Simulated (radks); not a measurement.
Values are calculated unless marked as measured or tabulated.
Ionisation of the zirconium ion Zr3+, [Kr] 4d1, to [Kr] as the strength of local exchange is varied. Level of theory: scalar-relativistic Kohn-Sham, Slater X-alpha exchange (alpha = 2/3 is LDA exchange), no correlation, spin-polarised, spherical densities, point nucleus; open shells are filled with parallel spins first (spin-orbit coupling, left out, can overturn this in heavy ions) (a radial shooting solver on a logarithmic mesh with Libxc functionals).

| alpha | E(Zr3+) (hartree) | exchange (hartree) | IE (eV) | -e of the level emptied (eV) | <r> of it (bohr) |
|---|---|---|---|---|---|
| 0.608 | -3580.18080 | -96.07284 | 32.199 | 26.525 (4d) | 1.892 |
| 0.667 | -3589.52838 | -105.64779 | 33.192 | 27.468 (4d) | 1.858 |
| 0.67 | -3590.00428 | -106.13584 | 33.243 | 27.516 (4d) | 1.857 |
| 0.792 | -3609.40639 | -126.08063 | 35.364 | 29.537 (4d) | 1.792 |
| 0.806 | -3611.63897 | -128.38153 | 35.613 | 29.774 (4d) | 1.785 |
| 0.866 | -3621.22140 | -138.27086 | 36.692 | 30.807 (4d) | 1.756 |
| 0.983 | -3639.97351 | -157.68710 | 38.854 | 32.884 (4d) | 1.703 |

NIST Atomic Spectra Database: 34.418 eV (measured). The Delta-SCF value meets it near alpha = 0.74. Open shells are spherical and high-spin; term and fine-structure splittings are not resolved.
